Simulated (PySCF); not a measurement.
# CeOCl at several levels of theory

Computed with PySCF 2.14.0 (density fitting, no spin-orbit coupling) at the geometry relaxed with PBE0:

```xyz
3
CeOCl (singlet in the valence; each metal's 4f electrons, 1 of them, lie in its core potential, out of spins and levels)
Ce    0.3006    0.0000   -0.4549
O     1.8387    0.0000    0.6303
Cl   -1.9627    0.0000    0.8985
```

```csv
level,basis,state,HOMO (eV),gap (eV),charge on Ce1 (e),population of f-type functions on Ce1 (polarisation alone where 4f lies in the core),dipole about the centre of mass (D),largest force component (eV/Å)
PBE0,"Ce lcecp-1-SVP with ECP47, O def2-SVP, Cl def2-SVP",singlet,-6.99,4.84,0.88,0.10,7.68,0.01
PBE,the same,singlet,-5.64,2.91,0.73,0.09,7.11,0.67
PBE0,"Ce lcecp-1-TZVP with ECP47, O def2-TZVP, Cl def2-TZVP",singlet,-6.99,4.87,1.24,0.11,7.91,0.26
```

In the lcecp rows the 4f levels are missing from HOMO and gap, and the state counts the valence alone.

Charges are Mulliken's, which hang on the basis. The relaxation used the grid (50, 194), these runs (75, 302) or, all-electron (x2c bases, spin-free X2C Hamiltonian), (99, 590).

Question: What does BLYP with Ce lcecp-1-SVP with ECP47, O def2-SVP, Cl def2-SVP give here?

Answer: state singlet, HOMO (eV) -5.47, gap (eV) 2.72, charge on Ce1 (e) 0.71, population of f-type functions on Ce1 (polarisation alone where 4f lies in the core) 0.09, dipole about the centre of mass (D) 7.08, largest force component (eV/Å) 1.10. Time: 3.1 s on 2 threads of Arm Neoverse V2, with other jobs on the host, from an already converged density.

In the first row's basis the gap widens with exact exchange: 2.7 to 2.9 eV for BLYP, PBE (none); 4.8 eV for PBE0 (a fixed share).

An lcecp potential fixes the number of 4f electrons, so in runs with it no electron can move into or out of that shell.
